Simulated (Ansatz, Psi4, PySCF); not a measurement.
Molecule: CH$_{6}$BO$_{2}$Si, net charge 0, doublet state. SMILES: C[SiH]B(O)O
Coordinates optimised at B3LYP-D3(BJ)/def2-TZVP (Ansatz, a program for electronic structure):
```xyz
11

C     -2.2860     0.5697    -0.2389
Si    -0.8488    -0.6395    -0.3470
B      0.9705     0.0389     0.1669
O      1.2057     1.3793     0.0619
O      2.0139    -0.7645     0.5557
H     -2.5679     0.7441     0.8030
H     -3.1642     0.1960    -0.7672
H     -2.0003     1.5274    -0.6755
H     -1.1913    -1.9637     0.2450
H      2.1162     1.6155     0.2841
H      1.7970    -1.6980     0.6264
```
Charge 0, spin multiplicity 2.

Quantity: size of the dipole moment, in D. Set-up: UHF or UKS for open shells; non-relativistic; 6-31G* and kin with 6d, 5d where marked; dispersion terms only where a functional's name holds one; 6-311+G** with 5d, 6d on Na to Ar in Ansatz; no spin-orbit coupling. First-principles rows: single points at B3LYP-D3(BJ) geometries (Ansatz).

```
level             program  size of the dipole moment (D)
----------------  -------  -----------------------------
PBE/def2-SVP       Ansatz                           0.87
PBE/6-311+G**      Ansatz                           0.77
BLYP/6-31G*        Ansatz                           0.91
BP86/def2-SVP       PySCF                           0.86
BP86/6-31G* (5d)    PySCF                           0.92
B3LYP/6-31G*       Ansatz                           0.91
wB97X-D/6-31G*       Psi4                           0.94
```

No value to compare with is used here. The 7 habitual levels span 0.77 (PBE/6-311+G**) to 0.94 D (wB97X-D/6-31G*).

The levels are drawn from those run, B3LYP/6-31G* more often than the rest, none by its result; left out are runs that failed, that the program found above a lower state of the same kind, or whose <S^2> lies over 0.5 above the pure value.
